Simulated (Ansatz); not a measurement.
Input for Ansatz (a program for electronic structure): U-B3LYP/cc-pVTZ on AsH, 2S+1 = 3, a point of a bond scan (R = 1.382 Å).

Ansatz 0.2 input:
```yaml
crystal:
  periodic: [false, false, false]
  atoms:
    - {symbol: As, position_ang: [-0.00000000, -0.00000000, -0.04516336]}
    - {symbol: H, position_ang: [0.00000000, 0.00000000, 1.33683542]}
basis:
  gaussian:
    orbitals: cc-pVTZ
hamiltonian:
  xc: {name: B3LYP}
magnetization: {spin_polarized: true, initial_magnetization: 2}
```

The head of its log:

```
WARN ansatz: RAYON_NUM_THREADS=1 ignored (pool sized by the plan → 1); use --threads N
Functional definition: B3LYP
integrals: 0.01 GiB planned
362 factors; integrals over basis functions are off by at most 6.6e-4 eV
mean field: 0.16 GiB planned
mean field evaluation 1: about -60857.8905 eV, gradient 7.0e0 eV
mean field evaluation 2: about -60858.1015 eV, gradient 3.1e0 eV
```

Task: Predict the final total energy.

Result: -2236.4962 hartree.
